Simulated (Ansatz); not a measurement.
ClFGeH$_{4}$OSi, SMILES `[F][GeH]([Cl])[O][SiH3]`. Total charge 0; spin multiplicity 1. The geometry is a stationary point of PBE0-D4/def2-TZVP. It is one conformer, not always the lowest.

```xyz
9

F    -0.735   -0.366    2.259
Ge    0.734   -0.150    1.382
Cl    1.460   -2.103    0.966
O     0.333    0.660   -0.100
Si   -0.660    0.376   -1.389
H     1.708    0.677    2.205
H    -1.919    1.142   -1.218
H    -0.968   -1.073   -1.496
H     0.047    0.836   -2.608
```

**Question.** What is the dipole moment at ωB97M-V/def2-TZVPP? (Estimate.)

**Answer.** Ansatz gave: 1.46 D, with components (1.08, 0.96, -0.24) D in this frame, pointing from negative to positive charge.

**Question.** And with PBE, r2SCAN, B3LYP? (Best estimate.)

**Answer.** Ansatz gave: PBE 1.38 D, r2SCAN 1.44 D, B3LYP 1.45 D.

**Question.** Give the Mulliken charges with ωB97M-V, r2SCAN, PBE in def2-TZVPP. (Best estimate.)

**Answer.** Ansatz gave: 
```
atom  ωB97M-V  r2SCAN    PBE
  F1    -0.36   -0.35  -0.32
 Ge2     0.77    0.84   0.73
 Cl3    -0.24   -0.28  -0.25
  O4    -0.47   -0.49  -0.39
 Si5     0.33    0.46   0.36
  H6     0.05    0.03   0.02
  H7    -0.03   -0.07  -0.06
  H8    -0.02   -0.06  -0.05
  H9    -0.03   -0.07  -0.06
```

B3LYP here is the variant with VWN-RPA as its local correlation; programs differ in this.
